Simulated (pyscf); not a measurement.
## H₃C–CH₂–O–Ge(OH)(OH)–OH (SMILES CC[O][Ge]([OH])([OH])[OH]), singlet

Gas-phase minimum from PySCF at ωB97X-D3(BJ)/def2-SVP, one conformer. 

```
O
C 1 1.4242
H 2 1.1023 1 106.61
H 2 1.1051 3 107.38 1 -117.99
C 2 1.5213 3 110.53 4 -120.76
H 5 1.1013 2 110.26 3 -60.13
H 5 1.1017 6 108.08 2 121.12
H 5 1.1019 6 108.50 7 117.42
Ge 1 1.7521 2 119.97 3 -158.56
O 9 1.7555 1 105.78 2 174.03
H 10 0.9651 9 111.88 1 -27.82
O 9 1.7567 1 106.92 2 50.16
H 12 0.9648 9 112.19 1 -155.39
O 9 1.7609 1 116.03 2 -67.25
H 14 0.9648 9 112.50 1 -82.83
```
Charge 0, spin multiplicity 1.

Properties at ωB97X-D3(BJ)/def2-SVP:

```json
{
  "harmonic_wavenumbers_unscaled": "44, 85, 132, 171, 175, 216, 230, 255, 265, 276, 321, 332, 457, 667, 737, 760, 778, 823, 888, 907, 916, 938, 1114, 1159, 1199, 1322, 1390, 1432, 1468, 1489, 1511, 3062, 3067, 3125, 3165, 3169, 3902, 3906, 3907 cm⁻¹",
  "zero_point_energy": "71.1 kcal/mol",
  "rotational_symmetry_number": "1",
  "Entropy of this conformer at 298 K and 1 atm, rigid rotor and harmonic oscillator, modes under 100 cm⁻¹ raised to 100": "412.3 J/(mol K)",
  "dipole_moment": "0.69 D"
}
```

Single-point totals, which compare only within one level:

```
level                   total energy (hartree)
----------------------  ----------------------
ωB97X-D3(BJ)/def2-TZVP             -2459.25383
PBE/def2-TZVP                      -2458.45712
r²SCAN/def2-TZVP                   -2459.00208
B3LYP-D3(BJ)/def2-TZVP             -2459.27015
PBE0-D3(BJ)/def2-TZVP              -2458.53268
M06-2X/def2-TZVP                   -2459.07321
ωB97M-D3(BJ)/def2-TZVP             -2459.31019
```

The lowest mode is so soft that the shape along it may change with the basis. Soft torsions are taken as harmonic, which can shift the entropy by several J/(mol K). Elements up to Kr have no core potential and no relativistic terms here.
